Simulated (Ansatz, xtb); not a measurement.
Relative energy of two isomers of C6H6S

Structure I is `C#C/C=C\C=C/S`, a singlet and structure II is `C#C/C=C\C=C\S`, a singlet. Both are isolated molecules in the gas phase, relaxed with r2SCAN-D4/def2-SVP; the shapes shown needn't be the lowest conformers.

I (Å):

```xyz
13

C    -3.4398   -0.0656    2.4388
C    -2.7421   -0.1371    1.4393
C    -1.9611   -0.2338    0.2649
C    -0.6609    0.1703    0.1569
C     0.1117    0.7542    1.2175
C     1.4042    1.1595    1.1203
S     2.3743    1.0408   -0.3387
H    -4.0519   -0.0022    3.3190
H    -2.4517   -0.6676   -0.6144
H    -0.1739    0.0363   -0.8165
H    -0.3830    0.8837    2.1865
H     1.9071    1.5939    1.9888
H     3.4932    1.5768    0.1900
```

II (Å):

```xyz
13

C    -1.4757   -1.9186    2.6481
C    -1.7830   -1.1131    1.7832
C    -2.1673   -0.1940    0.7801
C    -1.3670    0.7944    0.2814
C    -0.0166    1.0530    0.6964
C     0.7352    2.0511    0.1660
S     2.3746    2.4848    0.5630
H    -1.2069   -2.6276    3.4086
H    -3.1849   -0.2962    0.3850
H    -1.7858    1.4430   -0.4969
H     0.4012    0.4027    1.4757
H     0.3194    2.7022   -0.6131
H     2.5732    1.5342    1.5054
```

Quicker runs give these differences E(II) − E(I): GFN2-xTB −0.098 eV; HF/STO-3G −0.065 eV (at GFN2-xTB geometries); r2SCAN-D4/def2-SVP//GFN2-xTB −0.031 eV.

Question: Estimate E(II) − E(I) at the level CCSD(T)/def2-SVP + ΔMP2/def2-TZVPP.

Answer: CCSD(T)/def2-SVP + ΔMP2/def2-TZVPP gives E(II) − E(I) = −0.017 eV, slightly favouring structure II, which is too small a margin to settle the true order.

How the difference moves with the method:

```csv
level,geometry,E(II) − E(I) (eV),departure from the last row (eV),"job, with rough time for the two"
GFN2-xTB,GFN2-xTB,−0.098,−0.080,"optimisation, 0.17 s"
HF/STO-3G,GFN2-xTB,−0.065,−0.048,"single point, 0.56 s"
r2SCAN-D4/def2-SVP//GFN2-xTB,GFN2-xTB,−0.031,−0.014,"single point, 7.8 s"
r2SCAN-D4/def2-SVP,r2SCAN-D4/def2-SVP,−0.036,−0.019,"optimisation, 56 s"
HF/def2-SVP,r2SCAN-D4/def2-SVP,−0.034,−0.017,part of the CCSD(T) run
MP2/def2-SVP,r2SCAN-D4/def2-SVP,−0.038,−0.021,part of the CCSD(T) run
CCSD(T)/def2-SVP,r2SCAN-D4/def2-SVP,−0.033,−0.016,single point
CCSD(T)/def2-SVP + ΔMP2/def2-TZVPP,r2SCAN-D4/def2-SVP,−0.017,,"single point, 2.1 min"
```

As drawn, both hold the same kinds of bond in the same numbers.

The largest departure from CCSD(T)/def2-SVP + ΔMP2/def2-TZVPP is that of GFN2-xTB, 0.080 eV. The last row adds to CCSD(T) the change of the MP2 difference between the two basis sets, here +0.016 eV.

With thermal terms from frequencies at re-optimised GFN2-xTB minima (ideal gas, soft modes damped towards free rotors, one conformer each, 298.15 K, 1 atm): the zero-point term adds +0.005 eV; ΔH is −0.015 and ΔG −0.009 eV.

The correlated steps freeze 11 core orbitals. Programs: Ansatz 0.2.0, xtb 6.7.1; the last row on 2 threads of Arm Neoverse V1 on a shared host.
